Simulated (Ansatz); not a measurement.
Li₃PS₄⁻. Charge -1, multiplicity 2. Geometry r2SCAN-D4/def2-SVP, that of the neutral singlet; atoms count from 1.

```xyz
8

Li    1.0587    1.6145   -1.0546
Li    0.3578   -1.0931    1.8753
Li    0.1621   -1.2653   -1.1305
P    -1.5617    0.5237    0.1103
S    -1.5041   -1.5473    0.5233
S    -0.9250    0.6896   -1.8972
S     1.9406   -0.1173    0.3559
S     0.4715    1.1953    1.2175
```

The highest occupied level of the charge -1 doublet lies above zero (up to 0.68 eV). By energy differences its removal costs 0.37 eV (vertical, to the charge 0 singlet, at PBE0-D4/def2-TZVPD); a positive level beside a positive removal energy at the same level points to self-interaction error. Another isomer (singlet) lies 0.18 eV lower at PBE0-D4/def2-TZVP; other spin states weren't run for this one.

Question: Estimate the Mulliken populations from the PBE0/def2-TZVPD orbitals of Ansatz.

Answer: 
| atom | charge (e) | spin (α − β) |
| --- | --- | --- |
| Li1 | 0.61 | 0.25 |
| Li2 | 0.61 | 0.25 |
| Li3 | 0.47 | 0.31 |
| P4 | 0.44 | 0.08 |
| S5 | -0.86 | -0.06 |
| S6 | -0.86 | -0.06 |
| S7 | -0.84 | 0.09 |
| S8 | -0.54 | 0.14 |
Mulliken values and Mayer orders depend strongly on the basis. With diffuse functions, as here, like atoms can get unlike values, and bond orders can come out too low or too high.

Question: Where does the spin sit?

Answer: Summed by element: Li 0.80, P 0.08, S 0.12, of 1 unpaired in all. Largest on single atoms: Li3 0.31, Li2 0.25, Li1 0.25.

Question: And the Mayer bond orders between bonded heavy atoms (over 0.3)?

Answer: P4–S5 1.10 (2.11 Å); P4–S6 1.10 (2.11 Å); P4–S8 0.67 (2.41 Å); S7–S8 0.56 (2.15 Å).
